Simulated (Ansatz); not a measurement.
Input and output for BrCl2FHf, SMILES `[F][Hf]([Cl])([Cl])[Br]`.

```yaml
crystal:
  periodic: [false, false, false]
  atoms:
    - {symbol: F, position_ang: [-0.348725, -0.370731, 1.889378]}
    - {symbol: Hf, position_ang: [-0.006088, -0.055124, 0.068115]}
    - {symbol: Cl, position_ang: [1.965051, -1.134560, -0.517529]}
    - {symbol: Cl, position_ang: [-1.772339, -0.901076, -1.180192]}
    - {symbol: Br, position_ang: [0.212001, 2.387790, -0.301171]}
basis:
  gaussian: {orbitals: def2-TZVP}
hamiltonian: {xc: {name: SPW92}}
```

```sh
$ ansatz run in.yaml --threads 4 --pin off --events-out ev --progress --plain --max-ram 10444MiB
```

Shortened log:

```
Functional definition: SPW92
1389 factors; their error is unknown
mean field evaluation 1: about -98925.6620 eV, gradient 4.3e1 eV
mean field evaluation 2: about -98896.7386 eV, gradient 1.4e2 eV
mean field evaluation 4: about -98928.4981 eV, gradient 7.6e0 eV
mean field evaluation 8: about -98928.6137 eV, gradient 1.9e-1 eV
mean field evaluation 16: about -98928.5832 eV, gradient 5.3e-5 eV
mean field -98928.58318867 eV, -3635.5583759815 hartree, gradient 5.2e-5 eV, S^2 0.000000; 0 other end points of the search recorded, 0 dependent functions left out
reference -98928.58322964 eV, -3635.5583774871 hartree; 45, 45 occupied and 148, 148 virtual orbitals, 1389 factors
Total energy: -98928.58322964 eV, -3635.5583774871 hartree
```

Run time 1.1 s (4 threads of an AMD EPYC 7B13 on a shared host); peak host memory 0.28 GiB.
